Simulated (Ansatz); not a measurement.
This Ansatz (a quantum-chemistry and plane-wave program) input (B2PLYP/6-311+G**) gives -54.56040 Eh with 22 basis functions. A basis named .json is the Basis Set Exchange file of that set (core-valence sets with the plain set on hydrogen).

Ansatz 0.2 input:
```yaml
crystal:
  periodic: [false, false, false]
  atoms:
    - {symbol: N, position_ang: [0.00000000, 0.00000000, 0.00000000]}
basis:
  gaussian:
    orbitals: 6-311+G__.json
hamiltonian:
  xc: {name: B2PLYP}
magnetization: {spin_polarized: true, initial_magnetization: 3}
correlation: {electrons: outside_noble_gas}
scf: {lower_state_search: full}
```

Change:
```diff
- orbitals: 6-311+G__.json
+ orbitals: def2-SVPD
```

Question: What does the run give now?

Answer: -54.49811 Eh (B2PLYP/def2-SVPD, 20 functions), a change of +62.29 mEh.
